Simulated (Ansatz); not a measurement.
One change: `[I][SnH2][I]` becomes `[Cl][SnH2][I]`.

Ansatz, PBE0-D4/def2-TZVP geometries, multiplicity 1. 

Elements past krypton have def2 core potentials.

| property | `[I][SnH2][I]` |
| --- | --- |
| HOMO energy (PBE0/def2-TZVPP) / eV | -7.68 |
| LUMO energy (PBE/def2-TZVPP) / eV | -2.93 |
| LUMO energy (B3LYP/def2-TZVPP) / eV | -2.40 |
| HOMO–LUMO gap (PBE/def2-TZVPP) / eV | 3.65 |
| ideal-gas entropy at 298 K and 1 bar (rigid rotor, harmonic PBE0-D4/def2-TZVP) / J/(mol·K) | 354 |
| HOMO energy (B3LYP/def2-TZVPP) / eV | -7.43 |

(1) What does the change do to each property? (Best estimate.)

Answers

(1) Computed: 
```json
{"property": "HOMO energy (PBE0/def2-TZVPP) / eV", "`[Cl][SnH2][I]`": "-7.89", "shift": "-0.21"}
{"property": "LUMO energy (PBE/def2-TZVPP) / eV", "`[Cl][SnH2][I]`": "-2.68", "shift": "0.25"}
{"property": "LUMO energy (B3LYP/def2-TZVPP) / eV", "`[Cl][SnH2][I]`": "-2.12", "shift": "0.28"}
{"property": "HOMO–LUMO gap (PBE/def2-TZVPP) / eV", "`[Cl][SnH2][I]`": "4.07", "shift": "0.42"}
{"property": "ideal-gas entropy at 298 K and 1 bar (rigid rotor, harmonic PBE0-D4/def2-TZVP) / J/(mol·K)", "`[Cl][SnH2][I]`": "340", "shift": "-14"}
{"property": "HOMO energy (B3LYP/def2-TZVPP) / eV", "`[Cl][SnH2][I]`": "-7.64", "shift": "-0.21"}
```

With PBE0 the HOMO falls by 0.21 eV and the LUMO rises by 0.30 eV, so the gap widens by about 0.51 eV. PBE moves the HOMO by -0.17 eV and ωB97M-V by -0.27 eV. Modes under 60 cm⁻¹, often nearly free rotors, make the harmonic entropy too high.

B3LYP here is the variant with VWN-RPA as its local correlation; programs differ in this.

Spin–orbit coupling is left out; it splits and shifts lone-pair levels of the heavy atoms by tenths of an eV.
